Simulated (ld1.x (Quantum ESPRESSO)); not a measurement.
**What one change does to a pseudopotential (lead, ultrasoft)**

ld1.x (Quantum ESPRESSO) 7.5 input, shortened:

```
&input
   title='Pb', zed=82., rel=1, dft='PZ', iswitch=3,
   config='[Xe] 4f14 5d10 6s2 6p2'
 /
 &inputp
   pseudotype=3, tm=.true., lloc=-1, rcloc=2.20,
   nlcc=.true., new_core_ps=.true.,
   which_augfun='PSQ', rmatch_augfun_nc=.true.
 /
6
6S  1  0   2.00   0.00  1.80  1.95  0.0
6S  1  0   0.00   2.60  1.80  1.95  0.0
6P  2  1   2.00   0.00  2.10  2.55  0.0
6P  2  1   0.00   0.05  2.10  2.55  0.0
5D  3  2  10.00   0.00  1.65  1.85  0.0
5D  3  2   0.00   0.15  1.65  1.85  0.0
 &test
   configts(1)='5d10 6s2 6p2'
 /
```

Change: wave 6s channel at 2.6 Ry: rcut 1.80, rcutus 1.95 bohr becomes 6s channel at 0.39 Ry: rcut 1.80, rcutus 1.95 bohr.

Cutoffs: the cutoffs (Ry, on a coarse ladder) from which the occupation-weighted sum of valence levels, in a spherical-Bessel basis at the reference potential, stays within 10 and 1 mRy of its value at 400 Ry; they do not see the model core or the augmentation charge, which bear on the density cutoff. Errors are all-electron minus pseudo energies relative to the spin-unpolarised reference configuration.

Task: Predict the effect on cutoff, ghosts and configuration errors.

Result: The potential gets neither clearly harder nor softer (35 Ry and 60 Ry → 35 Ry and 60 Ry); the errors of the 9 common tests hardly move; the range in which the s phases agree narrows (upper end 4.9 → 2.6); neither file shows a bound ghost.

| quantity | base | changed |
| --- | --- | --- |
| cutoff, loose | 35 Ry | 35 Ry |
| cutoff, tight | 60 Ry | 60 Ry |
| bound ghosts | none | none |
| error for 5d10 6s2 6p1, meV [ΔE 6.83 eV] | -3.1 | -3.2 |
| error for 5d10 6s2 6p0, meV [ΔE 20.59 eV] | -11 | -11 |
| error for 5d10 6s1 6p0, meV [ΔE 53.47 eV] | -40 | -40 |
| error for 5d10 6s0 6p0, meV [ΔE 96.67 eV] | -115 | -115 |
| error for 5d10 6s0 6p4, meV [ΔE 18.03 eV] | -15 | -15 |
| error for 5d10 6s2 6p2.3, meV [ΔE -0.86 eV] | +0.3 | +0.3 |
| error for 5d10 6s1 6p3, meV [ΔE 8.82 eV] | -4.4 | -4.4 |
| error for 5d10 6s2 6p2 (spin-polarised), meV [ΔE -0.45 eV] | -0.5 | -0.6 |
| error for 5d10 6s2 6p1 (spin-polarised), meV [ΔE 6.69 eV] | -3.4 | -3.4 |
| s: phases at 2.75 bohr within 0.05 rad from the reference energy up to (Ry; the scan ends near 5) | 4.9 | 2.6 |
| p: phases at 2.75 bohr within 0.05 rad from the reference energy up to (Ry; the scan ends near 5) | 3.5 | 3.5 |
| d: phases at 2.75 bohr within 0.05 rad from the reference energy up to (Ry; the scan ends near 5) | to the end of the scan | to the end of the scan |
| lowest overlap eigenvalue by channel | s 0.53, p 0.50, d 0.31 | s 0.45, p 0.50, d 0.31 |
